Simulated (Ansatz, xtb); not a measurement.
## Two isomers of C3H9BClN

Structure I is `CCNB(C)Cl`, a singlet and structure II is `C=CC[NH2+][BH2-]Cl`, a singlet. Both are isolated molecules in the gas phase, relaxed with PBE-D3(BJ)/def2-SVP, each in the lowest conformer that the search found.

I (Å):

```xyz
15

C    -1.1199   -1.8716   -1.8276
C    -1.0731   -1.5424   -0.3349
C    -2.7099    1.9532    0.7825
B    -2.5109    0.4013    0.5882
Cl   -3.7756   -0.7190    1.2142
N    -1.3880   -0.1499   -0.0498
H    -0.4058   -1.2472   -2.4049
H    -2.1345   -1.6940   -2.2376
H    -0.8547   -2.9336   -2.0054
H    -1.8026   -2.1666    0.2177
H    -0.0670   -1.7880    0.0741
H    -0.6980    0.5133   -0.4138
H    -3.6542    2.2870    0.3032
H    -1.8799    2.5609    0.3674
H    -2.8121    2.2005    1.8602
```

II (Å):

```xyz
15

C    -3.0998    1.7405   -0.2268
C    -1.7728    1.8036   -0.0232
C    -0.7485    1.4372   -1.0561
B     1.1230   -0.2862   -1.7902
Cl    0.0672   -0.8932   -3.2078
N     0.0569    0.2367   -0.6725
H    -3.5146    1.4128   -1.1948
H    -3.8180    2.0254    0.5575
H    -1.3903    2.1459    0.9571
H    -1.2092    1.1899   -2.0325
H    -0.0180    2.2540   -1.2286
H     0.5767    0.4165    0.2012
H    -0.5893   -0.5437   -0.4671
H     1.8060    0.6876   -2.0911
H     1.7329   -1.2008   -1.2462
```

**Question.** Estimate which is lower in electronic energy at CCSD(T)/def2-SVP + ΔMP2/def2-TZVPP, and by roughly how much.

**Answer.** The CCSD(T)/def2-SVP + ΔMP2/def2-TZVPP calculation puts structure I lower, by 1.954 eV.

How the difference moves with the method:

```tsv
level	geometry	E(II) − E(I) (eV)	departure from the last row (eV)	job, with rough time for the two
GFN2-xTB	GFN2-xTB	+1.602	−0.352	optimisation, 0.36 s
HF/STO-3G	GFN2-xTB	+2.735	+0.781	single point, 0.32 s
r2SCAN-D4/def2-SVP	GFN2-xTB	+2.216	+0.262	single point, 3.3 s
PBE-D3(BJ)/def2-SVP	PBE-D3(BJ)/def2-SVP	+2.109	+0.156	optimisation, 32 s
HF/def2-SVP	PBE-D3(BJ)/def2-SVP	+2.225	+0.271	part of the CCSD(T) run
MP2/def2-SVP	PBE-D3(BJ)/def2-SVP	+2.131	+0.177	part of the CCSD(T) run
CCSD(T)/def2-SVP	PBE-D3(BJ)/def2-SVP	+2.038	+0.084	single point
CCSD(T)/def2-SVP + ΔMP2/def2-TZVPP	PBE-D3(BJ)/def2-SVP	+1.954		single point, 51 s
```

As drawn, II has 1 C=C, 1 N–H, 2 B–H in place of 1 C–B, 3 C–H.

The levels shown agree on the order. The largest departure from CCSD(T)/def2-SVP + ΔMP2/def2-TZVPP is that of HF/STO-3G, 0.781 eV. The last row adds to CCSD(T) the change of the MP2 difference between the two basis sets, here −0.084 eV.

With thermal terms from frequencies at re-optimised GFN2-xTB minima (ideal gas, soft modes damped towards free rotors, one conformer each, 298.15 K, 1 atm): the zero-point term adds −0.063 eV; ΔH is +1.876 and ΔG +1.902 eV.

The correlated steps freeze 10 core orbitals. Programs: Ansatz 0.2.0, xtb 6.7.1; the last row on 4 threads of Arm Neoverse V1 on a shared host.
